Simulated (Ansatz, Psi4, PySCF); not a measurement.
H$_{4}$O$_{4}$Ti, triplet, at the geometry of the source list (the multiplicity is a formal guess) (in this run its highest filled SCF level lies above zero, so its values depend strongly on the basis, on diffuse functions most of all), atoms displaced at random by about 0.08 Å a coordinate. Base run: PBE0/STO-3G, gradient (PySCF).

PySCF was given this input:
```python
from pyscf import gto, scf, dft

mol = gto.M(
    atom='''
Ti   -0.033733   -0.068964   -0.186799
O     1.247517   -0.355131   -0.966425
H     2.218242   -0.326038   -1.075093
O     0.592483    0.070281    1.508593
H     0.460435    0.773533    1.992892
O    -0.603911    1.500426   -0.560550
H    -1.462224    1.539456   -1.378616
O    -1.138146   -1.286095   -0.235014
H    -1.471224   -1.947022    0.533657
''',
    basis='sto-3g',
    charge=0,
    spin=2,
    verbose=4,
)

mf = dft.UKS(mol)
mf.xc = 'pbe0'
mf.kernel()
g = mf.nuc_grad_method()
grad = g.kernel()
```

Programs used: Ansatz (a first-principles code), Psi4, PySCF; a row that names a program was run with it.

The coordinate followed is z of atom 3.

The base run was repeated with changes; each row names its change, and settings that it needs were set with it.

```csv
change,dE/dx (Eh/bohr),net force (Eh/bohr)
base,0.013451,0.000174
finite difference step (bohr) = 0.2; conv_tol = 1e-11,0.012662,-
grids.level = 5; grid_response = off,0.013451,0.000058
grids.level = 0; grid_response = on,0.013320,0.000000
finite difference step (bohr) = 0.05; conv_tol = 1e-11,0.013401,-
grids.level = 5; grid_response = on,0.013451,0.000000
code = ansatz,0.013451,0.000000
conv_tol = 1e-4,0.013518,0.000174
conv_tol = 1e-6,0.013449,0.000174
code = psi4,0.013452,0.000367
finite difference step (bohr) = 0.01; conv_tol = 1e-11,0.013450,-
grid_response = on,0.013452,0.000000
```

The net force is zero for an exact gradient.

Open shells are given as the SCF converged; they aren't shown to be the lowest states, and a large step between rows can be another state.
